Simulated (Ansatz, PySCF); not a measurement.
Here is a job for PySCF.
```python
from pyscf import gto, scf, dft

mol = gto.M(
    atom='''
Mg   -0.000000   -0.000000   -1.267847
Cl    0.000000    0.000000    0.894951
''',
    basis='def2-tzvp',
    charge=0,
    spin=1,
    verbose=4,
)

mf = dft.UKS(mol)
mf.xc = 'bhandhlyp'
mf.grids.atom_grid = (99, 590)
mf.grids.prune = None
mf.kernel()
```

Q: Convert this to an input for Ansatz (a first-principles code).

A: Several could match; the one computed here: 
Ansatz 0.2 input:
```yaml
crystal:
  periodic: [false, false, false]
  atoms:
    - {symbol: Mg, position_ang: [-0.00000000, -0.00000000, -1.26784659]}
    - {symbol: Cl, position_ang: [0.00000000, 0.00000000, 0.89495053]}
basis:
  gaussian:
    orbitals: def2-TZVP
hamiltonian:
  xc: {name: BHLYP}
magnetization: {spin_polarized: true, initial_magnetization: 1}
accuracy: high
```

Both were run: PySCF gave -660.341201 Eh and Ansatz -660.341201 Eh, 0.000 mEh apart.
